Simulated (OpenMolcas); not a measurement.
An OpenMolcas run meant for In2+ (ANO-R1, X2C; inactive shells 1s 2s 2p 3s 3p 3d 4s 4p 4d; intended active space 1 electron in 4 orbitals (5s 5p)). One step of its input:

```
&CASPT2
Multistate=1 1
Frozen=9 9
IPEA=2.0
Imaginary=0.1
MaxIter=60
WThr=0.0 0.3 0.05
PrWF=0.5
NoMix
```

The run finished. Its levels beside those of a sound run (SS-CASPT2, IPEA 0.25 Eh, imaginary shift 0.1 Eh (closed shells correlated: 4d)), in cm⁻¹ above each run's lowest level:

```tsv
Level	This run	Usual run
5s ²S_1/2	0.0	0.0
5p ²P°_1/2	57635	57978
5p ²P°_3/2	61785	62129
```

Task: Which setting is unsound, and how much does it matter here?

Result: The IPEA shift is far above its usual 0.25 hartree. Against the sound run the excited levels shown move by 340 cm-1 on average and by 340 cm-1 at most.

With one active electron, CASPT2 adds the correlation within the correlated inactive shells and between them and that electron, and leaves the splitting within a term as the reference gives it. Levels of configurations outside the active space are missing.

° marks odd parity.
